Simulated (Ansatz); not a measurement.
Program: Ansatz. Geometries: PBE0-D4/def2-TZVP. ΔE: electronic, gas phase. CCSD(T)/CBS is the MP2 limit (def2-TZVPP, def2-QZVPP) plus CCSD(T) − MP2 in def2-TZVPP, frozen cores. This one scheme is used for every species. Functionals use def2-TZVPP. B3LYP here is the variant with VWN-RPA as its local correlation; programs differ in this. Each species was taken in one conformer, which may not be the lowest.

Consider the ligand exchange at a B–N bond: `B[NH][AlH2]` + `N=C=O` → `BN=C=O` + `[NH2][AlH2]`.

Question: Is it downhill or uphill in electronic energy at CCSD(T)/CBS, and by how much? (An estimate is asked.)

Answer: Ansatz gave: Uphill: ΔE = +17.0 kJ/mol.

Question: What do these levels give: ωB97X-V, revPBE, r2SCAN, B3LYP, LC-ωPBE, CCSD(T)/def2-TZVPP? (Estimate.)

Answer: Ansatz gave: ωB97X-V 15.7, revPBE 11.6, r2SCAN 12.9, B3LYP 9.4, LC-ωPBE 15.0, CCSD(T)/def2-TZVPP 18.7 kJ/mol.

Largest T1 diagnostic among the species: 0.018.

In def2-TZVPP, CCSD(T) changes the Hartree–Fock value by +11.7 kJ/mol (the triples alone add +1.6 kJ/mol) and MP2 by +9.9 kJ/mol. Leaving LDA and LC-ωPBE aside and taking each functional with its dispersion term where it has one, the values, not all of them listed here, spread over 6.3 kJ/mol, from BLYP-D4 to ωB97M-V.
